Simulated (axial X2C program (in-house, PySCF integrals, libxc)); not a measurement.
Results of a calculation; reference values are marked as such.
# TeN⁺: input and output

Program: an axial X2C code built on PySCF integrals.

Input:
```json
{
 "zs": [
  52,
  7
 ],
 "q": 1,
 "bas": [
  "dyall-cv3z",
  "dyall-av3z"
 ],
 "levels": [
  "PBE0",
  "HF",
  "TPSS"
 ],
 "cc": true,
 "r0": 1.88,
 "thr": -1.0,
 "nmax": 90,
 "npts": 10,
 "nst": 2,
 "ntry": 6
}
```
```bash
python so2c.py task.json out
```

Keys: zs atomic numbers; q charge; bas basis sets; levels methods; cc coupled cluster on or off; r0 starting distance in Å; thr threshold in hartree for freezing inner shells (an s shell follows its p shell); nmax most natural virtual spinors; npts points on the curve; nst determinants followed; ntry starts of the search. HF also brings MP2.

Output of the HF step, spin-free, at R = 1.775 Å for the state M_S = 0, Λ = 0. It starts from PBE0 orbitals of this distance.

```
spin-free X2C-1e  HF
basis functions 181  fitting functions 920  grid points 5075
iter        total energy     max residual
   1      -6844.989526998     2.44e-01
   2      -6845.015385915     7.32e-03
   3      -6845.016190200     7.40e-03
   4      -6845.016424749     4.51e-03
   5      -6845.016758481     9.71e-04
   6      -6845.016795809     6.74e-04
   7      -6845.016815874     3.60e-04
   8      -6845.016819514     1.08e-04
   9      -6845.016819748     8.30e-06
  10      -6845.016819751     2.78e-06
  11      -6845.016819751     2.77e-07
converged
one-electron -9591.44830168  Coulomb 2818.93355362  exact exchange -181.02066593  xc functional 0.00000000  nuclear repulsion 108.51859424
correlated 10  virtual 256  natural virtual 88  E(MP2) -0.385652186  MP2 remainder -0.010377311
iter   CCSD correlation   residual
   1     -0.313553388   3.48e-01
   2     -0.346222830   1.85e-01
   3     -0.350950382   4.38e-02
   4     -0.352416569   1.90e-02
   5     -0.352757084   8.40e-03
   6     -0.352674924   2.22e-03
   7     -0.352640554   7.71e-04
   8     -0.352657239   2.24e-04
   9     -0.352658355   6.47e-05
  10     -0.352657764   2.14e-05
  11     -0.352657888   8.63e-06
  12     -0.352657691   3.27e-06
  13     -0.352657725   1.24e-06
  14     -0.352657698   6.79e-07
  15     -0.352657671   2.69e-07
  16     -0.352657673   1.14e-07
(T) -0.026685636  T1 0.0367  D1 0.0511  max T2 0.136
```
Energies are in hartree; totals compare only within one Hamiltonian and basis. T1 in the output is the amplitude norm over the root of the electron number; divide by √2 for the Lee–Taylor value.
